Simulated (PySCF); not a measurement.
Some computed properties have been withheld. Give your best values.

Species: 4-methylbiphenyl, C₁₃H₁₂.
Structure used (PBE0-D3(BJ)/def2-SVP), in Å, numbered top down from 1:
```
atom  x, y, z in Å
C1     4.720   -0.035    0.332
C2     3.224    0.026    0.235
C3     2.491    1.002    0.920
C4     1.106    1.077    0.806
C5     0.396    0.175    0.003
C6    -1.077    0.251   -0.117
C7    -1.855   -0.913   -0.201
C8    -3.241   -0.841   -0.316
C9    -3.880    0.397   -0.348
C10   -3.120    1.563   -0.264
C11   -1.734    1.491   -0.151
C12    1.129   -0.806   -0.680
C13    2.513   -0.877   -0.564
H14    5.087   -1.070    0.270
H15    5.191    0.527   -0.492
H16    5.082    0.401    1.274
H17    3.015    1.712    1.565
H18    0.561    1.834    1.375
H19   -1.366   -1.889   -0.151
H20   -3.827   -1.762   -0.371
H21   -4.967    0.454   -0.438
H22   -3.610    2.540   -0.297
H23   -1.145    2.410   -0.113
H24    0.607   -1.512   -1.331
H25    3.058   -1.650   -1.114
```

```tsv
property	level	value
rotational constants A, B, C	PBE0-D3(BJ)/def2-SVP	2.823, 0.397, 0.358 GHz
dipole moment	PBE0/def2-SVPD	?
HOMO energy	PBE0/def2-SVPD	-6.42 eV
LUMO energy	PBE0/def2-SVPD	-0.91 eV
lowest singlet excitation	TDDFT PBE0/def2-SVPD	4.89 eV (254 nm, f = 0.546)
lowest triplet excitation (Tamm–Dancoff)	TDA PBE0/def2-SVPD	?
static isotropic polarisability	PBE0/def2-SVPD	?
electronic spatial extent ⟨r²⟩ about the centre of nuclear charge	PBE0/def2-SVPD	3062 bohr²
13C chemical shifts (computed TMS as zero) by class	GIAO PBE/pcSseg-1	?
1H chemical shifts (computed TMS as zero) by class	GIAO PBE/pcSseg-1	?
largest of the computed one-bond spin–spin couplings (means over like bonds)	B3LYP/pcJ-1, spin–dipole term left out	13C–1H +167.3 (C9–H21), 13C–1H +166.1 (C8–H20 and 1 like it), 13C–1H +165.4 (C7–H19 and 1 like it), 13C–1H +164.8 (C4–H18 and 1 like it), 13C–1H +163.4 (C3–H17 and 1 like it), 13C–1H +132.9 (C1–H14 and 2 like it) Hz
```

Gas-phase values; electronic properties from PySCF, density fitting. Isolated species at its PBE0-D3(BJ)/def2-SVP geometry (one conformer only). NMR classes are plain means over equivalent atoms (diastereotopic ones count apart unless rotation or inversion swaps them), as if these changed places fast; in this geometry the members of some classes differ.

Q: Give the 1H chemical shifts (computed TMS as zero) by class.

A: 7.47 (H19/H23), 7.42 (H20/H22), 7.41 (H18/H24), 7.30 (H21), 7.25 (H17/H25), 2.40 (H14/H15/H16) ppm.

Q: Give the static isotropic polarisability.

A: 157.1 au.

Q: The dipole moment?

A: 0.54 D.

Q: What are the 13C chemical shifts (computed TMS as zero) by class?

A: 145.6 (C6), 142.9 (C5), 139.9 (C2), 132.6 (C3/C13), 131.8 (C8/C10), 130.3 (C4/C12), 130.3 (C7/C11), 130.0 (C9), 23.8 (C1) ppm.

Q: What is the lowest triplet excitation (Tamm–Dancoff)?

A: 3.49 eV.

No computed singlet falls in the visible range (750 to 380 nm, 1.65 to 3.26 eV); S1 lies 1.63 eV above its blue end. The principal polarisabilities are 91.2, 144.2 and 235.9 au; their mean is the isotropic value. The dipole equals about 1.8 × 10⁻³⁰ C·m (1 D = 3.33564 × 10⁻³⁰ C·m). The 10 singlets span 4.89 to 6.32 eV, and their oscillator strengths add up to 0.75. With B = h/(8π²I), that is 505.379 GHz u Å² over I, the principal moments of inertia are 179.0, 1272.7 and 1412.3 u Å² (most abundant isotopes); the inertial defect Ic − Ia − Ib is -39.4 u Å² (zero for a rigid planar frame, negative otherwise). The rotational constants make it an asymmetric top with κ = (2B − A − C)/(A − C) = -0.97, nearer the prolate limit (−1).
